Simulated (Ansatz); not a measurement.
Frontier orbitals of F$_{2}$GeH$_{2}$OS, SMILES `[OH][Ge]([F])([F])[SH]`.

```xyz
7

O    -1.1667    0.8374    0.3272
Ge    0.3896    0.0648    0.1726
F     1.6744    1.1592    0.4808
F     0.5161   -1.0709    1.4601
S     0.6700   -0.7767   -1.8071
H    -1.4544    0.9055    1.2430
H    -0.6290   -1.1192   -1.8766
```

Total charge 0; spin multiplicity 1. Correlated methods include outer-core shells of Ge, which these sets cover unevenly. Scalar relativity is left out up to krypton. The geometry is a stationary point of PBE0-D4/def2-TZVP. It is one conformer, not always the lowest. Basis def2-TZVPP, the Gaussian-basis code of Ansatz.

Orbital energies of one run (eV). Highest occupied ones, from the top: -7.15, -8.19, -8.84, -9.19, -9.47, -9.72, -10.15, -10.31, -11.14, -11.53, -12.63, -14.47, -19.08, -25.41. Empty: -1.89, -0.97, 0.07, 0.43, 0.98, 2.16.

Which functional gave them?
A. CAM-B3LYP
B. ωB97X-V
C. revPBE
D. ωB97M-V

C. HOMO energies: revPBE -7.15, CAM-B3LYP -9.90, ωB97X-V -10.95, ωB97M-V -10.77 eV.
